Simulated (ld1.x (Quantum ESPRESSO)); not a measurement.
# Before and after: TM potential for C

```
Element                 : carbon
Generator               : ld1.x (Quantum ESPRESSO) 7.5
Type                    : norm-conserving Troullier–Martins (Kleinman–Bylander form)
Functional              : LDA (PZ)
Relativity              : scalar-relativistic
Frozen core             : [He]
Valence charge          : 4
Reference configuration : 2s2 2p2
Partial waves           : 2p (bound): rc 2.45 bohr; 3d channel at 0.2 Ry: rc 2.65 bohr; 2s (bound): rc 1.20 bohr
Local potential         : the s channel
Core correction         : none
```

Change: core correction a·sin(br)/r model core inside 0.90 bohr.

Cutoffs: the cutoffs (Ry, on a coarse ladder) from which the occupation-weighted sum of valence levels, in a spherical-Bessel basis at the reference potential, stays within 10 and 1 mRy of its value at 400 Ry; they do not see the model core or the augmentation charge, which bear on the density cutoff. Errors are all-electron minus pseudo energies relative to the spin-unpolarised reference configuration.

**Question.** How do hardness, ghosts and transferability respond?

**Answer.** The potential gets neither clearly harder nor softer (35 Ry and 90 Ry → 35 Ry and 90 Ry); of the 9 tests that both files solve, the error grows in 2 and shrinks in 1 by more than 15 % and 0.3 meV (median size 62.4 → 63.6 meV); neither file shows a bound ghost. A model core, the more so a compact one, raises the density cutoff, which this test does not measure.

| quantity | base | changed |
| --- | --- | --- |
| cutoff, loose | 35 Ry | 35 Ry |
| cutoff, tight | 90 Ry | 90 Ry |
| bound ghosts | none | none |
| error for 2s2 2p1, meV [ΔE 10.99 eV] | +68 | +67 |
| error for 2s2 2p0, meV [ΔE 35.25 eV] | +615 | +606 |
| error for 2s1 2p0, meV [ΔE 83.22 eV] | +1275 | +1221 |
| error for 2s0 2p4, meV [ΔE 16.52 eV] | -11 | -14 |
| error for 2s1 2p3, meV [ΔE 8.24 eV] | -3.8 | -4.5 |
| error for 2s1 2p2, meV [ΔE 19.48 eV] | -62 | -64 |
| error for 2s2 2p1.5, meV [ΔE 4.03 eV] | +9.6 | +9.5 |
| error for 2s2 2p2 (spin-polarised), meV [ΔE -1.13 eV] | +62 | +45 |
| error for 2s2 2p1 (spin-polarised), meV [ΔE 10.59 eV] | +86 | +78 |
| s: phases at 2.90 bohr within 0.05 rad from the reference energy up to (Ry; the scan ends near 5) | to the end of the scan | to the end of the scan |
| p: phases at 2.90 bohr within 0.05 rad from the reference energy up to (Ry; the scan ends near 5) | 0.9 | 0.9 |
| d: phases at 2.90 bohr within 0.05 rad from the reference energy up to (Ry; the scan ends near 5) | 4.0 | 4.0 |
